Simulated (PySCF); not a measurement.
# Bond length, frequency and bond energy of LiI by level of theory

State: ¹Σ⁺ (singlet), closed shell. Set-up: PySCF, scalar-relativistic core potentials, basis sets Li def2-SVPD, I def2-SVPD with ECP28. De refers to Li + I in their high-spin ground configurations, without counterpoise correction. A positive dipole means Li(−)I(+).

```tsv
Level	Re (Å)	ωe (cm⁻¹)	De (eV)	μ (D)	CPU s a point (SCF and correlation, without the integrals)
RHF	2.431	484	2.90	-7.87	0.053
RHF-MP2	2.435	475	3.67	n/a	0.083
RHF-SCS-MP2	2.436	474	3.59	n/a	n/a
RHF-CCSD	2.435	475	3.56	n/a	n/a
RHF-CCSD(T)	2.437	472	3.59	n/a	1.1
LDA	2.373	497	4.19	-7.01	0.24
PBE	2.399	487	3.76	-7.07	0.42
r²SCAN	2.411	484	3.88	-7.43	0.57
r²SCANh	2.409	486	3.87	-7.46	0.6
PBE0	2.394	495	3.77	-7.29	0.78
CAM-B3LYP	2.382	501	3.78	-7.29	0.7
B2PLYP	2.406	488	3.75	-7.48	0.44
```

Measured (Huber and Herzberg, Constants of Diatomic Molecules (1979)): Re = 2.391924 Å, ωe = 498.16 cm⁻¹.

The bond length runs from 2.373 Å (LDA) to 2.437 Å (RHF-CCSD(T)). De spans 2.90 eV (RHF, mean field) to 4.19 eV (LDA, local density). Correlation at CCSD(T) changes the Hartree–Fock bond energy by +0.69 eV; the triples alone change it by +0.03 eV.

Correlated steps freeze 4 core orbitals. Correlated levels converge slowly with the basis: in double zeta they bind strong bonds too weakly, by up to about 1 eV, and carry superposition errors of some tenths. These are scalar-relativistic numbers at best; spin–orbit coupling would shift them, the dissociation energy most. Where the molecule has an RHF reference, its open-shell atoms are computed with UHF. B2PLYP dipoles, levels and charges come from its SCF part alone.

The whole job (state search and all levels along the bond) took about 1.4 min on 1 thread of Oxide Virtual Turin-like (shared host), peak memory 0.55 GiB.
